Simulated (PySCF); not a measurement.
CH3FO2Si, SMILES O=C(O)[SiH2]F.

Geometry: PBE-D3(BJ)/def2-SVP. The structure was generated by enumeration, and PubChem lists no compound with its InChIKey, so it may never have been made. One conformer was computed; it need not be the lowest.

All values below come from PBE-D3(BJ)/def2-SVP in PySCF.

Frequencies are harmonic and unscaled.

```tsv
mode	ν (cm⁻¹)	IR (km/mol)	moving atoms (share of kinetic energy)
1	58	3.3	O 40 %, F 25 %, Si 18 %, H 17 %
2	124	6.6	O 45 %, F 41 %
3	289	3.4	O 46 %, F 25 %, C 15 %, Si 13 %
4	356	0.2	H 54 %, C 33 %, O 8 %
5	424	61.6	Si 47 %, O 41 %, H 10 %
6	637	156.9	H 72 %, Si 13 %, C 11 %
7	682	26.4	O 47 %, H 25 %, C 20 %
8	705	1.3	H 86 %
9	736	26.6	H 53 %, C 34 %, O 12 %
10	833	17.4	H 46 %, F 41 %, Si 13 %
11	885	163.1	H 77 %, Si 14 %
12	930	156.8	H 62 %, Si 26 %, F 12 %
13	1126	183.7	O 47 %, H 36 %, C 16 %
14	1301	27.3	C 53 %, H 33 %, O 13 %
15	1753	203.6	C 60 %, O 38 %
16	2201	52.1	H 98 %
17	2215	104.4	H 95 %
18	3537	26.8	H 94 %
```
